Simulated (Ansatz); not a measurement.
`[CH3][Al]([OH])[Br]` + `CC(C)CS` → `C[CH](C)[Al]([CH3])[Br]` + `OCS`  (formal exchange of groups at the Al–O bond)

Computed with Ansatz on PBE0-D4/def2-TZVP structures; ΔE is electronic, products minus reactants. CBS: MP2 limit from def2 TZ/QZ plus the TZ coupled-cluster correction, frozen cores. Functionals use def2-TZVPP. B3LYP here is the variant with VWN-RPA as its local correlation; programs differ in this. For Br outer-core shells are correlated without core-valence functions, which leaves a few kJ/mol of doubt a bond. Scalar relativity is left out up to krypton. Each species was taken in one conformer, which may not be the lowest.

```
          level  ΔE (kcal/mol)  difference from CCSD(T)/CBS
      r2SCAN-D4           52.8                         -1.2
        PBE0-D4           50.6                         -3.4
       B3LYP-D4           51.9                         -2.1
        ωB97X-V           52.1                         -1.9
        ωB97M-V           52.3                         -1.7
         B2PLYP           53.5                         -0.5
            PBE           49.0                         -5.0
         r2SCAN           52.8                         -1.2
           PBE0           50.6                         -3.4
  HF/def2-TZVPP           54.0                          0.0
CCSD/def2-TZVPP           54.0                          0.0
  HF/def2-QZVPP           54.1                          0.1
 MP2/def2-QZVPP           56.1                          2.1
   HF/CBS(def2)           54.1                          0.1
  MP2/CBS(def2)           56.1                          2.1
 CCSD/CBS(def2)           54.2                          0.2
    CCSD(T)/CBS           54.0                            0
```

Largest T1 diagnostic among the species: 0.011.

From PBE to PBE0 (25 % exact exchange), in def2-TZVPP and without D4, ΔE moves by +1.6 kcal/mol.
